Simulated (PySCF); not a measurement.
All values below come from ωB97X-D3(BJ)/def2-TZVP // B3LYP-D3(BJ)/def2-TZVP in PySCF. All species are isolated molecules in the gas phase. Excitations are Tamm–Dancoff values on a coarser integration grid. The basis has no diffuse functions, so Rydberg states are missing or too high.

Reference species (SMILES): `C[SiH]=[SiH2]` (neutral, multiplicity 1).

dipole moment: 1.38 D
S1 oscillator strength: 0.450
S1 excitation (TDA): 4.24 eV
S1–T1 gap (TDA): 2.51 eV

Changed species: `[SiH3]C=[SiH2]`.

Q: Give the shifts of the dipole moment, S1 oscillator strength, S1 excitation (TDA) and S1–T1 gap (TDA).

A: the dipole moment rises by 0.59 D, to 1.97 D; the S1 oscillator strength falls by 0.038, to 0.412; the S1 excitation (TDA) rises by 1.05 eV, to 5.29 eV; the S1–T1 gap (TDA) drops by 0.11 eV, to 2.40 eV.
